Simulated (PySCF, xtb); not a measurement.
CdH2, SMILES [CdH2].

GFN2-xTB run with xtb 6.7.1 at its own geometry gives an orbital gap of 7.78 eV and a dipole moment of 0.00 D.

Geometry optimised at PBE0-D3(BJ)/def2-TZVPD. The def2 effective core potentials stand for the cores of Cd; spin–orbit coupling is left out.

Problem. What does CAM-B3LYP/def2-TZVPD in PySCF give? (An estimate is asked for; the answer gives what the named calculation found.)

Solution. gap 9.16 eV (levels -9.18 and -0.02 eV), dipole 0.00 D.
